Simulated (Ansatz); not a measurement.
Input (CCSDT(Q)/cc-pVDZ; Ansatz, an electronic-structure program):

Ansatz 0.2 input:
```yaml
crystal:
  periodic: [false, false, false]
  atoms:
    - {symbol: C, position_ang: [1.17491911, -0.14876879, 0.26234979]}
    - {symbol: C, position_ang: [-0.31234385, -0.40206061, 0.22784619]}
    - {symbol: F, position_ang: [-0.94754586, 0.58992368, -0.52826366]}
    - {symbol: H, position_ang: [1.66923349, -0.92372535, 0.85277235]}
    - {symbol: H, position_ang: [1.59265559, -0.16439292, -0.74500054]}
    - {symbol: H, position_ang: [1.39120404, 0.81957339, 0.71515971]}
    - {symbol: H, position_ang: [-0.75139858, -0.37416969, 1.22779953]}
    - {symbol: H, position_ang: [-0.54923331, -1.36162214, -0.23753398]}
basis:
  gaussian:
    orbitals: cc-pVDZ
magnetization: {spin_polarized: false}
correlation: {method: ccsdt_q, electrons: outside_noble_gas}
```

Output:

```
Functional definition: HF
integrals: 0.05 GiB planned
1270 factors; integrals over basis functions are off by at most 2.3e-7 eV
mean field: 0.19 GiB planned
mean field evaluation 1: about -4844.4767 eV, gradient 2.5e1 eV
mean field evaluation 2: about -4844.4783 eV, gradient 2.5e1 eV
mean field evaluation 4: about -4846.0434 eV, gradient 2.8e0 eV
mean field evaluation 8: about -4846.0650 eV, gradient 6.6e-5 eV
mean field evaluation 16: about -4846.0639 eV, gradient 6.2e-1 eV
mean field -4846.06495045 eV, -178.0896021484 hartree, gradient 2.0e-6 eV, S^2 0.000000; 0 other end points of the search recorded, 0 dependent functions left out
3 core orbitals not correlated
reference -4846.06495045 eV, -178.0896021484 hartree; 10, 10 occupied and 54, 54 virtual orbitals, 1270 factors
second order -12.94139664 eV of doubles, -0.00000000 eV of singles
coupled cluster: 1.57 GiB planned
cycle   1  -13.51173902 eV  change   -5.7e-1 eV  update   8.3e-2
cycle   2  -14.00172943 eV  change   -4.9e-1 eV  update   3.4e-2
cycle   3  -14.23774196 eV  change   -2.4e-1 eV  update   1.6e-2
cycle   4  -14.22057833 eV  change    1.7e-2 eV  update   3.8e-3
cycle   5  -14.21544937 eV  change    5.1e-3 eV  update   1.9e-3
cycle   6  -14.21683481 eV  change   -1.4e-3 eV  update   6.2e-4
cycle   7  -14.21729094 eV  change   -4.6e-4 eV  update   2.3e-4
cycle   8  -14.21726369 eV  change    2.7e-5 eV  update   1.0e-4
cycle   9  -14.21721653 eV  change    4.7e-5 eV  update   3.1e-5
cycle  10  -14.21724378 eV  change   -2.7e-5 eV  update   1.3e-5
cycle  11  -14.21722550 eV  change    1.8e-5 eV  update   5.2e-6
cycle  12  -14.21722453 eV  change    9.7e-7 eV  update   2.2e-6
perturbative correction -0.02239005 eV, -0.0008228193 hartree
Total energy: -4860.30456503 eV, -178.6128983323 hartree
```
